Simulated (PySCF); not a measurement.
WCl2, SMILES [Cl][W][Cl] (connectivity only; charge and spin as stated), neutral, multiplicity 3. Atoms are numbered in the order given.

```xyz
3

W      0.0000     0.0000     0.0000
Cl     0.0000     0.0000    -2.2074
Cl     0.0000     0.0000     2.2074
```
Charge 0, spin multiplicity 3.

Coordinates come from a PBE0-D3(BJ)/def2-TZVP optimisation. The spin state was assumed, not searched. The def2 effective core potentials stand for the cores of W; spin–orbit coupling is left out.

These are PBE/def2-TZVPD (PySCF) values and carry that method's errors.

Gas-phase values at a fixed geometry.

**Question.** Estimate the frontier levels, dipole moment and polarisability. (An estimate is asked for; the answer gives what the named calculation found.)

**Answer.** 
| Item | Value |
|---|---|
| α spin, highest occupied and lowest empty level | -5.61 and -4.68 eV |
| β spin, highest occupied and lowest empty level | -4.84 and -3.89 eV |
| dipole moment | 0.000 e·Å |
| mean static polarisability | 83.1 bohr³ (12.32 Å³) |
| polarisability, principal values | 70.3, 70.3, 108.7 bohr³ |
| ⟨S²⟩ | 2.019 (pure state 2.00) |
